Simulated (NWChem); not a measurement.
# A calculation on aminoborane (H4BN)

SMILES: NB
```xyz
6

B      0.0000     0.0000    -0.7762
N      0.0000     0.0000     0.6112
H     -1.0575     0.0000    -1.3645
H      1.0575     0.0000    -1.3645
H      0.8464     0.0000     1.1658
H     -0.8464     0.0000     1.1658
```
Charge 0, spin multiplicity 1.

All runs are NWChem calculations. All single points use one geometry, from PBE0/def2-SVP, a minimum by its harmonic frequencies. It is one conformer; others weren't searched.

Symmetry labels belong to the abelian group C2v used in the runs, with the axes of the coordinates shown.

Q: List the lowest 3 singlet excitations that TD-PBE/aug-cc-pVDZ gives, with oscillator strengths.

A: 
| state | symmetry | energy (eV) | wavelength (nm) | f |
|---|---|---|---|---|
| 1 | b2 | 6.77 | 183 | 0.045 |
| 2 | a2 | 6.79 | 183 | 0.000 |
| 3 | b1 | 6.83 | 182 | 0.001 |
